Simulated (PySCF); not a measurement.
One of the candidates below gave these computed data.

All candidates are C4H6FNO.

| technique | computed result |
| --- | --- |
| UV, strongest line | among the 6 lowest singlet transitions: S5 at 8.57 eV (145 nm, f = 0.021) [TDDFT PBE0/def2-SVPD] |
| Triplet | lowest triplet excitation (Tamm–Dancoff): 6.46 eV [TDA PBE0/def2-SVPD] |
| Dipole | 2.84 D [PBE0/def2-SVPD] |
| UV, first state | lowest singlet excitation: 7.88 eV (157 nm, f = 0.000) [TDDFT PBE0/def2-SVPD] |
| Polarisability | 57.4 au [PBE0/def2-SVPD] |
| 13C NMR | chemical shifts (computed TMS as zero) by class: 120.0 (1 C), 115.9 (1 C), 59.4 (1 C), 26.2 (1 C) ppm [GIAO PBE0/pcSseg-1] |
| Rotational structure | rotational constants A, B, C: 4.511, 1.710, 1.327 GHz [GFN2-xTB] |
| NMR, other nuclei | isotropic shieldings of nuclei other than C and H, by class: -36 (1 N), 250 (1 O), 316 (1 F) ppm [GIAO PBE0/pcSseg-1] |

The electronic properties come from PySCF, for the isolated species, density fitting. Levels stand in brackets. Geometry: GFN2-xTB, one conformer, isolated molecule. NMR classes are plain means over equivalent atoms (diastereotopic ones count apart unless rotation or inversion swaps them), as if these changed places fast.

Question: Which candidate is it?
A. `CO[C@@H](F)CC#N`
B. `CC(=O)N/C=C/F`
C. `C=C(F)CNC=O`

Answer: A. It is `CO[C@@H](F)CC#N`. Numbering: `[CH3:1][O:2][C@@H:3]([F:4])[CH2:5][C:6]#[N:7]`. Its formula, C4H6FNO, gives 2 degrees of unsaturation: 0 rings and 2 π bonds in the structure found. 4 carbons fall into 4 classes; from least to most shielded: nitrile carbon [C6] (120.0 ppm), sp3 C–F carbon [C3] (115.9 ppm), methoxy carbon [C1] (59.4 ppm), sp3 carbon next to a nitrile [C5] (26.2 ppm). The other shieldings belong to: -36 ppm, nitrile nitrogen [N7]; 250 ppm, ether oxygen [O2]; 316 ppm, alkyl fluorine [F4]. The optimised geometry has point group C1 and is an asymmetric top.

The others, at the same levels:
- `C=C(F)CNC=O` fails: its computed 13C shifts are 175.6 (1 C), 160.1 (1 C), 99.1 (1 C), 41.0 (1 C) ppm, lowest singlet excitation is 5.79 eV (214 nm, f = 0.000) (against 7.88 eV) and lowest triplet excitation (Tamm–Dancoff) is 4.43 eV (against 6.46 eV).
- `CC(=O)N/C=C/F` fails: its computed 13C shifts are 166.0 (1 C), 146.8 (1 C), 119.9 (1 C), 24.2 (1 C) ppm, rotational constant A is 8.953 GHz (against 4.511 GHz) and smallest rotational constant is 1.003 GHz (against 1.327 GHz).

Each candidate is one conformer, not necessarily the lowest. Dipoles, sizes and rotational constants follow the conformer. The torsions of the flexible species, by atom-mapped SMILES:
- `[CH3:1][O:2][C@@H:3]([F:4])[CH2:5][C:6]#[N:7]`: C1–O2–C3–F4 70°, O2–C3–C5–C6 76°
- `[CH2:1]=[C:2]([F:3])[CH2:4][NH:5][CH:6]=[O:7]`: C1–C2–C4–N5 -106°, C2–C4–N5–C6 108°, C4–N5–C6–O7 4°
- `[CH3:1][C:2](=[O:3])[NH:4]/[CH:5]=[CH:6]/[F:7]`: C1–C2–N4–C5 180°, C2–N4–C5–C6 180°
